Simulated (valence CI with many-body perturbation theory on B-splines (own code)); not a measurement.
Level structure of Al8+

Method: configuration interaction combined with many-body perturbation theory (CI+MBPT): three valence electrons over a frozen Dirac-Fock core [He], a basis of 11 s, 11 p, 10 d, 8 f, 5 g, 2 h functions for each j, with the one-electron correlation potential Σ1 (screened to all orders), the two-electron term Σ2, the three-electron term Σ3, Breit, model QED; selected single and double excitations, second order for the rest, scaled by the run's own slope (own B-spline code, finite nucleus).

No measured spectrum was set against this ion. As an estimate, levels of excited configurations hold to 0.05 to 0.15 % of their energy, terms of the ground configuration to about 0.5 %.

Levels 181 to 194 of 194, with energies above the lowest level, 2s²2p ²P°_1/2. "Leading %" is the weight of the configuration and term that name the level; weights of strongly mixed levels are sums over their largest components and can fall short. Lifetimes count E1, E2, E3, M1 and M2 decay at the calculated energies, and are blank where another channel may lead or the interval is too uncertain; long ones can be off by a factor of two.

```
No.  Configuration  Term    J  E (cm⁻¹)  Leading %  Second component  Lifetime
181         2s2p4f    ⁴D  5/2   2268100         76    11 % 2s2p4f ⁴F   9.90 ps
182         2s2p4f    ⁴D  3/2   2268900         92     4 % 2s2p4f ⁴F   9.94 ps
183         2s2p4f    ⁴D  1/2   2269300         99                     9.96 ps
184         2s2p4f    ²D  5/2   2269900         75    13 % 2s2p4f ⁴D   9.69 ps
185         2s2p4f    ²D  3/2   2271100         93                     9.77 ps
186          2s²5s    ²S  1/2   2273500         92      5 % 2p²5s ²S   17.7 ps
187          2s²5p   ²P°  1/2   2288300         93     5 % 2p²5p ²P°   46.2 ps
188          2s²5p   ²P°  3/2   2288600         93     5 % 2p²5p ²P°   47.0 ps
189          2s²5d    ²D  3/2   2300400         94      6 % 2p²5d ²D   7.23 ps
190          2s²5d    ²D  5/2   2300500         94      6 % 2p²5d ²D   7.23 ps
191          2s²5g    ²G  7/2   2306500         93      6 % 2p²5g ²G   36.0 ps
192          2s²5g    ²G  9/2   2306600         93      6 % 2p²5g ²G   36.0 ps
193          2s²5f   ²F°  5/2   2306700         94     6 % 2p²5f ²F°   18.8 ps
194          2s²5f   ²F°  7/2   2306700         94     6 % 2p²5f ²F°   18.8 ps
```

Where two levels of one J and parity lie close, their mixing, g and order are uncertain.
